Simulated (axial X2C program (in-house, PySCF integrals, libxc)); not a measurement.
LiAg: from Re and ωe to a spectrum

A bond curve at the PBE0 level, two-component, was computed with an in-house relativistic program for diatomic molecules (basis Ag dyall-cv3z [12s12p8d5f3g], Li dyall-cv3z [7s8p2d] (cores contracted in-house)) for the state Ω = 0 (closed shell). Its fit gives Re = 2.4019 Å, ωe = 365.5 cm⁻¹, ωexe = 2.1 cm⁻¹ and αe = 4.414e-03 cm⁻¹; the masses are 106.9051 and 7.0160 u. Two-component means X2C with spin–orbit coupling and atomic mean-field Coulomb and Gaunt terms.

**Question.** Find the reduced mass, Be and the force constant.

**Answer.** From the PBE0 values: μ = 6.5839 u. Be = 16.8576/(μ Re²) = 0.4438 cm⁻¹. k = 5.8918×10⁻⁷ μ ωe² = 0.518 mdyn/Å.

**Question.** Estimate De from a Morse curve and compare with the computed well depth of 1.620 eV to Ag + Li.

**Answer.** De(Morse) = ωe²/(4ωexe) = 1.972 eV against 1.620 eV computed, a ratio of 1.22. The extrapolation overshoots: the well softens faster than a Morse curve, or the lowest atomic limit lies below the one to which the curve heads.

**Question.** A Morse curve ties αe to the other constants (Pekeris). How well does that hold?

**Answer.** αe(Morse) = 6Be²/ωe × (√(ωexe/Be) − 1) = 3.800e-03 cm⁻¹; the PBE0 curve gives 4.414e-03 cm⁻¹, a ratio of 0.86.

**Question.** Give B0, the J = 1←0 line in GHz and the most populated J at 300 K (kT = 208.5 cm⁻¹).

**Answer.** B0 = Be − αe/2 = 0.4416 cm⁻¹; 2B0 = 26.48 GHz; J(max) ≈ √(kT/2B0) − 1/2 = 14.9, so J = 15.

**Question.** The dipole moment p changes by 1.40 D/Å at Re. What harmonic infrared intensity follows?

**Answer.** I = 42.256 × (dp/dR)²/μ = 13 km/mol.

Occupations by symmetry block were frozen at the best pattern of an incomplete PBE0 search. De is counted from the lowest determinant-based energies of the atoms at the same level, without counterpoise correction.
